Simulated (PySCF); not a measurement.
A structure optimised at ωB97X-D3(BJ)/def2-SVP, used in a PySCF frequency run:

```
Si
F 1 1.6299
F 1 1.6299 2 106.49
Si 1 2.3328 2 108.36 3 116.39
H 4 1.4902 1 110.59 2 -57.58
H 4 1.4922 5 109.82 1 -120.08
H 4 1.4922 5 109.82 6 -119.85
Si 1 2.3328 2 108.36 3 -116.39
H 8 1.4902 1 110.59 2 57.58
H 8 1.4922 9 109.82 1 -120.08
H 8 1.4922 9 109.82 10 -119.85
```
Charge 0, spin multiplicity 1.

Problem. Write its SMILES, formula and point group.

Solution. F[Si](F)([SiH3])[SiH3], F₂H₆Si₃, C2v

Problem. What are its rotational constants (standard atomic weights)?

Solution. 2.5733, 1.5399, 1.3192 GHz
